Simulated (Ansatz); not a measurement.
Molecule: C₂H₇BN, net charge 0, doublet state. SMILES: CB(C)[NH]
Structure (B3LYP-D3(BJ)/def2-TZVP (Ansatz, a first-principles code) minimum search):
```
B
N 1 1.3791
H 2 1.0078 1 136.33
C 1 1.5915 2 120.22 3 -93.15
H 4 1.0893 1 114.17 2 5.34
H 4 1.0941 5 108.38 1 122.57
H 4 1.0943 5 108.66 6 115.35
C 1 1.5917 2 120.15 3 92.59
H 8 1.0894 1 114.17 2 -7.81
H 8 1.0940 9 108.76 1 122.43
H 8 1.0942 9 108.27 10 115.36
```
Charge 0, spin multiplicity 2.

Wanted: atomisation energy, in kcal/mol. Conventions: non-relativistic; frozen cores in correlated levels; open shells spin-unrestricted; no spin-orbit coupling; six Cartesian d functions in 6-31G* and its kin unless marked 5d; dispersion terms only where a functional's name holds one; atomisation electronic, to ground-state atoms. CBS(X,Y): correlation extrapolated as X^-3; Hartree-Fock from the larger set. Ab initio and DFT rows: single points at B3LYP-D3(BJ) geometries (Ansatz).

| species | coefficient | E at PBE/6-31G* (Ansatz), Eh | E at PBE/def2-TZVPD (Ansatz), Eh |
|---|---|---|---|
| CB(C)[NH] | -1 | -159.76887 | -159.83974 |
| B atom | +1 | -24.60094 | -24.61015 |
| C atom | +2 | -37.78288 | -37.79605 |
| H atom | +7 | -0.49743 | -0.49962 |
| N atom | +1 | -54.51279 | -54.53224 |

Coupled cluster (Ansatz) is a level with limits of its own, used here on species with T1 under 0.025 (0.045 for open shells) and stable references: CCSD(T)/CBS(aug-cc-pVTZ,aug-cc-pVQZ). Value to compare with, CCSD(T)/CBS(aug-cc-pVTZ,aug-cc-pVQZ) (Ansatz): 984.3 kcal/mol. 1 Eh = 627.5095 kcal/mol.

Q: Compute it at each level from the table, and compare with CCSD(T)/CBS(aug-cc-pVTZ,aug-cc-pVQZ) (Ansatz).

A: 
- PBE/6-31G*: the sum of coefficient times E is 1.60737 Eh, or 1008.64 kcal/mol. Result: 1008.6 kcal/mol. Its difference against CCSD(T)/CBS(aug-cc-pVTZ,aug-cc-pVQZ) (Ansatz) is 24.3 kcal/mol.
- PBE/def2-TZVPD: the sum of coefficient times E is 1.60791 Eh, or 1008.98 kcal/mol. Result: 1009.0 kcal/mol. Its difference against CCSD(T)/CBS(aug-cc-pVTZ,aug-cc-pVQZ) (Ansatz) is 24.7 kcal/mol.
